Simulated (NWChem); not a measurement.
System: SiH$_{4}$SeO; SMILES [SiH3]O[SeH]

The following NWChem deck was run.

```
start job
memory heap 200 mb stack 900 mb global 1100 mb
geometry units angstroms noautoz
  Se    -0.253721     1.020298     0.616002
  H     -0.435316     1.406397    -0.800470
  O     -0.971229    -0.636984     0.460142
  Si     0.039883    -1.907675     0.015903
  H      0.587593    -1.690018    -1.358012
  H     -0.820924    -3.123298     0.038810
  H      1.174597    -2.055839     0.975226
end
basis spherical
  Se library sto-3g
  H library sto-3g
  O library sto-3g
  Si library sto-3g
end
dft
  xc b3lyp
  iterations 150
  mulliken
end
task dft energy
```

Output (shortened):

```
             Northwest Computational Chemistry Package (NWChem) 7.3.0
             --------------------------------------------------------

 C1  symmetry detected

                             Geometry "geometry" -> ""
                             -------------------------

 Output coordinates in angstroms (scale by  1.889725989 to convert to a.u.)

  No.       Tag          Charge          X              Y              Z
 ---- ---------------- ---------- -------------- -------------- --------------
    1 Se                  34.0000     0.05756472     1.08386856     0.03456019
    2 H                    1.0000     0.22828198     1.21117784    -1.42936948
    3 O                    8.0000    -0.76725025    -0.52977166    -0.00467243
    4 Si                  14.0000     0.18714144    -1.91650486     0.01674966
    5 H                    1.0000     1.04020789    -1.98837417    -1.20885863
    6 H                    1.0000    -0.77262174    -3.05557539     0.04176268
    7 H                    1.0000     1.06495340    -1.94951781     1.22430312

 Effective nuclear repulsion energy (a.u.)     250.1051754437

                                 NWChem DFT Module
                                 -----------------

 Summary of "ao basis" -> "ao basis" (spherical)
 ------------------------------------------------------------------------------
       Tag                 Description            Shells   Functions and Types
 ---------------- ------------------------------  ------  ---------------------
 Se                          sto-3g                  8       18   4s3p1d
 H                           sto-3g                  1        1   1s
 O                           sto-3g                  3        5   2s1p
 Si                          sto-3g                  5        9   3s2p

            General Information
            -------------------
          SCF calculation type: DFT
          Wavefunction type:  closed shell.
          No. of atoms     :     7
          No. of electrons :    60
           Alpha electrons :    30
            Beta electrons :    30
          Charge           :     0
          Spin multiplicity:     1
          Use of symmetry is: off; symmetry adaption is: off
          Maximum number of iterations: 150
          AO basis - number of functions:    36
                     number of shells:    20
          Convergence on energy requested:  1.00D-06
          Convergence on density requested:  1.00D-05
          Convergence on gradient requested:  5.00D-04

              XC Information
              --------------
                         B3LYP Method XC Potential
                     Hartree-Fock (Exact) Exchange  0.200
                        Slater Exchange Functional  0.800 local
                    Becke 1988 Exchange Functional  0.720 non-local
              Lee-Yang-Parr Correlation Functional  0.810
                  VWN I RPA Correlation Functional  0.190 local

             Grid Information
             ----------------
          Grid used for XC integration:  medium
          Radial quadrature: Mura-Knowles
          Angular quadrature: Lebedev.
          Tag              B.-S. Rad. Rad. Pts. Rad. Cut. Ang. Pts.
          ---              ---------- --------- --------- ---------
          Se                  1.15      112          11.0       590
          H                   0.35       45          11.0       434
          O                   0.60       49           7.0       434
          Si                  1.10       88           9.0       590
          Grid pruning is: on
          Number of quadrature shells:   429
          Spatial weights used:  Erf1

      Superposition of Atomic Density Guess
      -------------------------------------

 Sum of atomic energies:       -2734.60599478

      Non-variational initial energy
      ------------------------------

 Total energy =   -2734.315782
 1-e energy   =   -4331.200876
 2-e energy   =    1346.779918
 HOMO         =      -0.116164
 LUMO         =       0.182113

     ---------------------------------------------
      Total Density - Mulliken Population Analysis
     ---------------------------------------------

    Atom       Charge   Shell Charges
 -----------   ------   -------------------------------------------------------
    1 Se  34    33.88   2.00  2.00  6.00  2.00  5.97  1.83  4.08 10.00
    2 H    1     0.89   0.89
    3 O    8     8.72   2.00  1.86  4.86
    4 Si  14    12.90   2.00  1.99  5.88  1.21  1.82
    5 H    1     1.21   1.21
    6 H    1     1.20   1.20
    7 H    1     1.21   1.21

   convergence    iter        energy       DeltaE   RMS-Dens  Diis-err
 ---------------- ----- ----------------- --------- --------- ---------
 d= 0,ls=0.0,diis     1  -2737.4900644366 -2.99D+03  4.28D-02  3.49D-01
 d= 0,ls=0.0,diis     2  -2737.4456775587  4.44D-02  2.74D-02  6.50D-01
 d= 0,ls=0.0,diis     3  -2737.5497928459 -1.04D-01  5.54D-03  1.77D-02
 d= 0,ls=0.0,diis     4  -2737.5529461178 -3.15D-03  1.34D-03  1.50D-03
 d= 0,ls=0.0,diis     5  -2737.5532592803 -3.13D-04  6.34D-05  2.71D-06
 d= 0,ls=0.0,diis     6  -2737.5532597978 -5.18D-07  6.96D-06  1.18D-08

         Total DFT energy =    -2737.553259797845
      One electron energy =    -4326.770501067617
           Coulomb energy =     1458.084669350488
    Exchange-Corr. energy =     -118.972603524385
 Nuclear repulsion energy =      250.105175443669

 Numeric. integr. density =       59.999997136223

                       DFT Final Molecular Orbital Analysis
                       ------------------------------------

 Vector   28  Occ=2.000000D+00  E=-2.303286D-01
              MO Center= -3.7D-01, -3.0D-01,  6.7D-03, r^2= 3.2D+00
   Bfn.  Coefficient  Atom+Function         Bfn.  Coefficient  Atom+Function
  ----- ------------  ---------------      ----- ------------  ---------------
    22      0.572222  3 O  px                12     -0.519869  1 Se py
    21     -0.287191  3 O  s                 35      0.284745  6 H  s
    11      0.252645  1 Se px                34     -0.227341  5 H  s
    36     -0.169240  7 H  s                  8      0.159351  1 Se py
    31     -0.152807  4 Si px                10     -0.122973  1 Se s

 Vector   29  Occ=2.000000D+00  E=-1.606948D-01
              MO Center= -4.8D-01, -4.6D-01, -7.6D-02, r^2= 1.7D+00
   Bfn.  Coefficient  Atom+Function         Bfn.  Coefficient  Atom+Function
  ----- ------------  ---------------      ----- ------------  ---------------
    24      0.897714  3 O  pz                19      0.278512  2 H  s
    34      0.245805  5 H  s                 36     -0.228771  7 H  s
    10     -0.211541  1 Se s                 12     -0.123234  1 Se py
    13     -0.094140  1 Se pz                 9      0.037236  1 Se pz
     8      0.036240  1 Se py                23      0.033485  3 O  py

 Vector   30  Occ=2.000000D+00  E=-1.262165D-01
              MO Center= -1.8D-01,  6.0D-01,  2.3D-02, r^2= 2.0D+00
   Bfn.  Coefficient  Atom+Function         Bfn.  Coefficient  Atom+Function
  ----- ------------  ---------------      ----- ------------  ---------------
    11      0.839878  1 Se px                22     -0.464235  3 O  px
    12     -0.284811  1 Se py                 7     -0.245393  1 Se px
    21      0.244628  3 O  s                 32     -0.163428  4 Si py
    30     -0.123381  4 Si s                 31      0.082854  4 Si px
     8      0.081344  1 Se py                 3      0.080113  1 Se px

 Vector   31  Occ=0.000000D+00  E= 1.136873D-01
              MO Center= -2.1D-01,  1.8D-01,  3.5D-02, r^2= 2.3D+00
   Bfn.  Coefficient  Atom+Function         Bfn.  Coefficient  Atom+Function
  ----- ------------  ---------------      ----- ------------  ---------------
    12      0.776235  1 Se py                21      0.533431  3 O  s
    22      0.524307  3 O  px                23      0.388019  3 O  py
    11      0.384304  1 Se px                31      0.251587  4 Si px
    30     -0.248304  4 Si s                 32     -0.223861  4 Si py
     8     -0.206968  1 Se py                10     -0.190793  1 Se s

 Vector   32  Occ=0.000000D+00  E= 2.225682D-01
              MO Center=  1.2D-01,  9.2D-01, -7.2D-01, r^2= 2.0D+00
   Bfn.  Coefficient  Atom+Function         Bfn.  Coefficient  Atom+Function
  ----- ------------  ---------------      ----- ------------  ---------------
    19      1.040200  2 H  s                 13      0.947662  1 Se pz
    10     -0.502838  1 Se s                 30     -0.240681  4 Si s
     9     -0.227224  1 Se pz                21      0.206857  3 O  s
    22      0.194777  3 O  px                36      0.153834  7 H  s
    32     -0.152705  4 Si py                24     -0.139847  3 O  pz

 Vector   33  Occ=0.000000D+00  E= 2.856142D-01
              MO Center=  4.9D-01, -1.9D+00, -4.4D-02, r^2= 2.6D+00
   Bfn.  Coefficient  Atom+Function         Bfn.  Coefficient  Atom+Function
  ----- ------------  ---------------      ----- ------------  ---------------
    30      1.175066  4 Si s                 34     -0.726792  5 H  s
    36     -0.697292  7 H  s                 35     -0.486741  6 H  s
    23      0.362035  3 O  py                31      0.273426  4 Si px
    26     -0.229414  4 Si s                 19      0.177809  2 H  s
    10     -0.174081  1 Se s                 12      0.164900  1 Se py

     ---------------------------------------------
      Total Density - Mulliken Population Analysis
     ---------------------------------------------

    Atom       Charge   Shell Charges
 -----------   ------   -------------------------------------------------------
    1 Se  34    33.87   2.00  2.00  6.00  2.00  5.96  1.88  4.04  9.99
    2 H    1     1.02   1.02
    3 O    8     8.39   2.00  1.90  4.49
    4 Si  14    13.33   2.00  1.98  5.88  1.23  2.24
    5 H    1     1.14   1.14
    6 H    1     1.12   1.12
    7 H    1     1.13   1.13

[...]
```

Level: B3LYP/STO-3G. Structure relaxed at the PBE0/def2-SVP level. B3LYP is NWChem's, with the RPA form of VWN correlation.
